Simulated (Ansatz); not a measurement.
A relaxation, step by step

BSiH4Cl2F, closed shell, PBE0-D4/def2-TZVP (Ansatz 0.2.0). Settings:

```yaml
hamiltonian: {xc: pbe0, dispersion: d4}
relax: {f_tol: 0.005, max_steps: 200}
```

Start, a step off a saddle point along its unstable mode:

```xyz
9
angstrom
B -0.7123 -0.6463 0.0512
Si 0.3923 1.0718 -0.2283
Cl -1.2314 -1.4967 -1.4160
Cl -1.7576 -0.6838 1.4840
H 0.9344 -1.0330 0.4575
F 0.7894 -1.7463 0.6315
H -0.8178 1.8116 -0.6632
H 0.9855 1.6858 0.9964
H 1.4176 1.0368 -1.3131
```

| step | energy less the last (meV) | largest force component (eV/Å) |
| --- | --- | --- |
| 1 | 2348.3 | 20.494 |
| 10 | 41.2 | 0.079 |
| 19 | 35.6 | 0.096 |
| 28 | 25.3 | 0.078 |
| 37 | 18.0 | 0.072 |
| 46 | 8.8 | 0.167 |
| 55 | 6.4 | 0.098 |
| 64 | 4.0 | 0.011 |
| 73 | 2.1 | 0.036 |
| 82 | 1.2 | 0.080 |
| 91 | 0.8 | 0.037 |
| 100 (rejected trial) | 5.0 | 0.436 |
| 109 (rejected trial) | 0.3 | 0.032 |
| 118 | 0.0 | 0.025 |
| 127 | 0.0 | 0.006 |
| 128 | 0.0 | 0.003 |

Step 28, positions (Å) and forces (eV/Å):

```tsv
atom	x	y	z	Fx	Fy	Fz
B1	-1.150	-0.396	-0.050	0.078	-0.063	0.047
Si2	0.119	1.162	-0.225	-0.029	0.024	-0.013
Cl3	-1.337	-1.531	-1.369	-0.020	0.018	-0.010
Cl4	-2.105	-0.632	1.387	-0.020	0.020	-0.022
H5	1.885	-1.740	0.220	-0.001	-0.011	-0.019
F6	1.310	-1.566	0.919	-0.002	0.009	0.016
H7	-0.600	2.274	-0.909	0.007	0.012	-0.002
H8	0.592	1.640	1.098	-0.007	-0.002	0.002
H9	1.287	0.790	-1.069	-0.007	-0.006	0.001
```

Step 46, positions (Å) and forces (eV/Å):

```
atom       x       y       z      Fx      Fy      Fz
  B1  -1.006  -0.405  -0.017  -0.023   0.005   0.012
 Si2   0.124   1.252  -0.225   0.017   0.003   0.003
 Cl3  -0.971  -1.677  -1.236   0.005  -0.006   0.008
 Cl4  -2.100  -0.596   1.321   0.017   0.001  -0.021
  H5   1.309  -2.071   0.145   0.037   0.119   0.163
  F6   1.499  -1.541   0.882  -0.043  -0.119  -0.167
  H7  -0.723   2.299  -0.863  -0.006  -0.003   0.001
  H8   0.577   1.748   1.098  -0.002  -0.001   0.001
  H9   1.291   0.990  -1.106  -0.003   0.002  -0.001
```

Step 73, positions (Å) and forces (eV/Å):

| atom | x | y | z | Fx | Fy | Fz |
| --- | --- | --- | --- | --- | --- | --- |
| B1 | -1.165 | -0.384 | 0.005 | -0.011 | -0.033 | 0.007 |
| Si2 | 0.111 | 1.175 | -0.170 | 0.004 | -0.013 | -0.003 |
| Cl3 | -0.838 | -1.961 | -0.716 | 0.001 | 0.031 | 0.008 |
| Cl4 | -2.658 | -0.208 | 0.878 | 0.016 | 0.008 | -0.012 |
| H5 | 1.349 | -1.847 | 0.032 | 0.035 | 0.018 | 0.033 |
| F6 | 2.012 | -1.493 | 0.575 | -0.036 | -0.017 | -0.034 |
| H7 | -0.679 | 2.344 | -0.644 | -0.003 | 0.005 | -0.002 |
| H8 | 0.667 | 1.486 | 1.172 | -0.001 | -0.002 | -0.001 |
| H9 | 1.201 | 0.886 | -1.133 | -0.006 | 0.003 | 0.005 |

Last step (128):

```tsv
atom	x (Å)	y (Å)	z (Å)
B1	-1.2860	-0.3425	0.0241
Si2	0.0655	1.1573	-0.0998
Cl3	-0.7698	-2.0244	0.1505
Cl4	-2.9979	-0.0503	0.0137
H5	1.4627	-1.7907	0.1525
F6	2.3396	-1.4868	0.1433
H7	-0.6409	2.4575	-0.2210
H8	0.9025	1.1472	1.1273
H9	0.9244	0.9326	-1.2906
```

Hardware: 4 CPU threads of an Arm Neoverse V2, shared host. Wall time about 5.5 min.
